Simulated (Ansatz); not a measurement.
Cost and result for the atomization energy of C3H6FGa, SMILES `C=[CH][Ga]([CH3])[F]` (11 atoms, 10 bonds).

```xyz
11

C     0.557    1.652   -1.685
C     0.923    0.811   -0.718
Ga   -0.419   -0.248    0.198
C    -0.434   -1.577    1.624
F    -2.030    0.113   -0.453
H    -0.484    1.763   -1.977
H     1.277    2.263   -2.225
H     1.979    0.737   -0.466
H    -1.067   -1.227    2.442
H     0.565   -1.782    2.011
H    -0.866   -2.507    1.249
```

Charge 0, multiplicity 1. Correlated methods include outer-core shells of Ga, which these sets cover unevenly. Scalar relativity is left out up to krypton. All single points use the PBE0-D4/def2-TZVP geometry. It is one conformer, not always the lowest. Program: Ansatz. All runs use 4 threads of an Arm Neoverse V2 on a shared host. Times are those of one run each, without the atoms' runs, and a repeat can differ threefold. Electronic energies, without spin–orbit coupling; frozen cores. CCSD(T)/CBS adds CCSD(T) − MP2 in def2-TZVPP to the MP2 limit, and its time is that of the two runs behind it. T1 = 0.013. With those shells the extrapolation isn't a true limit.

CCSD(T)/CBS is a level of theory with its own doubt, some kJ/mol a heavy atom from the limit and from the frozen cores, so smaller differences don't rank the functionals.

| level | functions | wall time |
| --- | --- | --- |
| LDA (SPW92)/def2-TZVPP | 256 | 1.2 s |
| revPBE-D4/def2-TZVPP | 256 | 2 s |
| BLYP-D4/def2-TZVPP | 256 | 2 s |
| PBE-D4/def2-TZVPP (with forces) | 256 | 2.5 s |
| BHLYP-D4/def2-TZVPP | 256 | 3.2 s |
| r2SCAN-D4/def2-TZVPP (with forces) | 256 | 4.8 s |
| B2PLYP/def2-TZVPP | 256 | 6 s |
| ωB97X-V/def2-TZVPP | 256 | 8 s |
| CCSD(T)/def2-SVP | 118 | 10 s |
| ωB97M-V/def2-TZVPP (with forces) | 256 | 12 s |
| MP2/def2-QZVPP | 497 | 26 s |
| CCSD(T)/def2-TZVPP | 256 | 4.1 min |
| CCSD(T)/CBS(def2) | – | 4.6 min |

(1) What atomization energy does each give, and how far from CCSD(T)/CBS? (Best estimate.)

Answers

(1) Computed: 
| level | atomization (kJ/mol) | difference from CCSD(T)/CBS | per bond |
| --- | --- | --- | --- |
| LDA (SPW92)/def2-TZVPP | 4774.5 | 564.9 | 56.5 |
| revPBE-D4/def2-TZVPP | 4170.6 | -39.0 | -3.9 |
| BLYP-D4/def2-TZVPP | 4175.6 | -34.0 | -3.4 |
| PBE-D4/def2-TZVPP (with forces) | 4275.3 | 65.7 | 6.6 |
| BHLYP-D4/def2-TZVPP | 4074.6 | -135.0 | -13.5 |
| r2SCAN-D4/def2-TZVPP (with forces) | 4214.7 | 5.1 | 0.5 |
| B2PLYP/def2-TZVPP | 4162.0 | -47.6 | -4.8 |
| ωB97X-V/def2-TZVPP | 4201.7 | -7.9 | -0.8 |
| CCSD(T)/def2-SVP | 4022.1 | -187.5 | -18.8 |
| ωB97M-V/def2-TZVPP (with forces) | 4197.4 | -12.2 | -1.2 |
| MP2/def2-QZVPP | 4249.0 | 39.4 | 3.9 |
| CCSD(T)/def2-TZVPP | 4122.9 | -86.7 | -8.7 |
| CCSD(T)/CBS(def2) | 4209.6 | 0.0 | 0.0 |

At CCSD(T), def2-SVP lies −187.5 kJ/mol from the extrapolated value and def2-TZVPP −86.7 kJ/mol: correlation converges slowly with the basis, and small sets miss more of it in the bonded molecule than in its fragments. From BLYP to BHLYP (50 % exact exchange), in def2-TZVPP and without D4, the atomization energy moves by −83.1 kJ/mol: exact exchange takes away binding that semilocal exchange gives to molecules. In def2-TZVPP, CCSD(T) changes the Hartree–Fock value by +989.0 kJ/mol (the triples alone add +60.8 kJ/mol) and MP2 by +1064.0 kJ/mol; breaking electron pairs costs correlation energy, which Hartree–Fock lacks.
